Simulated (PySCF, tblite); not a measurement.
Isomers of C5H7O2 (doublet state), one GFN2-xTB conformer each. Single-point energies are computed at B3LYP/pcH-1 (PySCF, gas phase, no added dispersion term), electronic only. GFN2-xTB treats the open shell by occupation alone, and not every SCF solution was tested for stability.

Task: Rank them by B3LYP/pcH-1 energy, lowest first (kJ/mol).
A. `[CH2:1]=[C:2]([CH:3][OH:4])[CH2:5][CH:6]=[O:7]` (doublet state) with C1–C2–C3–O4 0°, C2–C3–O4–H 4°, C1–C2–C5–C6 -99°, C2–C5–C6–O7 -2°
B. `[CH2:1]=[C:2][CH2:3][CH2:4][O:5][CH:6]=[O:7]` (doublet state) with C1–C2–C3–C4 12°, C2–C3–C4–O5 -60°, C3–C4–O5–C6 -78°, C4–O5–C6–O7 -1°

Result: A (0.0), B (55.7).

As drawn, the lower has an O–H bond, which the higher lacks. GFN2-xTB itself gives, in the same order: 0.0, 52.8. Both levels put the same isomer lowest.

Task: What happens when harmonic zero-point energies from GFN2-xTB frequencies are added?

Result: 
| SMILES | ZPE (kJ/mol) | electronic (kJ/mol) | with ZPE (kJ/mol) |
| --- | --- | --- | --- |
| C=C([CH]O)CC=O | 277.0 | 0.0 | 0.0 |
| C=[C]CCOC=O | 277.7 | 55.7 | 56.4 |

The zero-point energies span 0.7 kJ/mol. The order is unchanged.
